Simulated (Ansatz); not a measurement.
This geometry of ClH + FH4NSi (9 atoms, charge 0, multiplicity 1) is a first-order saddle point.

Computed with Ansatz, RKS B3LYP/def2-SVP.

```xyz
9
Properties=species:S:1:pos:R:3
Si 0.221 -0.244 0.445
F 1.897 0.205 -0.654
H 0.788 -1.620 0.336
H 0.561 0.284 1.782
N -1.375 -0.538 -0.073
H 1.533 1.138 -0.802
Cl 0.075 2.052 -0.369
H -1.656 -1.467 -0.369
H -2.043 0.191 -0.298
```

Which two structures does it join? (They come from a converged band through this point; their orientation in space is the band's.)

Bonds broken: Si1–F2, H6–Cl7. Bonds formed: Si1–Cl7, F2–H6. ClH + FH4NSi becomes ClH4NSi + FH.

Image 0:

```xyz
9
Properties=species:S:1:pos:R:3
Si 0.399 -0.716 0.630
F 1.544 -0.073 -0.382
H 0.732 -2.155 0.746
H 0.540 0.043 1.894
N -1.188 -0.568 0.015
H 0.957 1.656 -1.026
Cl 0.164 2.683 -1.101
H -1.541 -1.221 -0.678
H -1.608 0.352 -0.098
```

Image 6:

```xyz
9
Properties=species:S:1:pos:R:3
Si -0.097 -0.203 0.155
F 2.871 0.798 0.002
H 0.753 -1.290 -0.374
H 0.296 0.338 1.473
N -1.712 -0.767 0.255
H 2.279 1.259 -0.555
Cl 0.154 1.420 -1.215
H -2.123 -1.320 -0.491
H -2.421 -0.234 0.751
```

How far does it lie above each of them?

140.1 kJ/mol above the first and 89.3 kJ/mol above the second. This is the barrier of this one path; another mechanism may lie lower. The orbitals stay closed-shell, which can raise the energy where a bond breaks towards radicals; this wasn't checked here.

Run time: 4 min on 2 threads of Arm Neoverse V1, with other jobs on the host, peak memory 0.18 GiB.
